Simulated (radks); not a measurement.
Spherical quantum dot in the effective-mass picture: electrons in a parabolic well V = omega^2 r^2 / 2 with omega = 0.294, all in effective atomic units (hartree* = m*/eps^2 hartree, bohr* = eps/m* bohr), one dielectric constant everywhere. Method: non-relativistic Kohn-Sham, PBEsol, spin-polarised, spherical densities; computed with a radial shooting solver with Libxc functionals. Levels are named by radial order and angular momentum (1s, 1p, 1d, 2s, ...), and open shells are averaged over m. Results are scaled to m* = 0.324 and eps = 4.2, for which hartree* = 499.8 meV and bohr* = 0.686 nm. Each electron was tried in the lowest free levels, single moves between levels near the top were tried too, and the lowest total energy was kept; such a search can miss a lower state. The series stops at N = 11: beyond it a trial failed or the search could not be trusted, so later rows were left out. At N = 1 the Hartree and exchange-correlation terms need not cancel, so that row can carry a self-interaction error.

| N | open shells | 2S | E (meV) | mu = E(N) - E(N-1) (meV) | addition energy mu(N+1) - mu(N) (meV) | e(HOMO) (meV) | rms radius (nm) |
|---|---|---|---|---|---|---|---|
| 1 | 1s(up 1, down 0) | 1 | 223.466 | 223.47 | 186.0 | 299.22 | 1.561 |
| 2 | none | 0 | 632.973 | 409.51 | 242.3 | 477.76 | 1.733 |
| 3 | 1p(up 1, down 0) | 1 | 1284.74 | 651.77 | 117.4 | 710.17 | 1.978 |
| 4 | 1p(up 2, down 0) | 2 | 2053.90 | 769.16 | 116.6 | 827.88 | 2.133 |
| 5 | 1p(up 3, down 0) | 3 | 2939.61 | 885.71 | 141.5 | 943.00 | 2.254 |
| 6 | 1p(up 3, down 1) | 2 | 3966.79 | 1027.2 | 102.1 | 1077.9 | 2.366 |
| 7 | 1p(up 3, down 2) | 1 | 5096.07 | 1129.3 | 102.2 | 1180.6 | 2.462 |
| 8 | none | 0 | 6327.60 | 1231.5 | 179.9 | 1282.2 | 2.549 |
| 9 | 1d(up 1, down 0) | 1 | 7738.99 | 1411.4 | 91.30 | 1457.2 | 2.651 |
| 10 | 1d(up 2, down 0) | 2 | 9241.67 | 1502.7 | 90.35 | 1548.1 | 2.741 |
| 11 | 1d(up 3, down 0) | 3 | 10834.7 | 1593.0 | - | 1637.8 | 2.822 |

All shells are closed at N = 2, 8 (there: 1s2 1p6); the second difference of the energy has clear peaks (12 % above both neighbours; the first and last values, which can be the largest, are not judged, and half-filled shells can peak too) at N = 2, 5, 8.
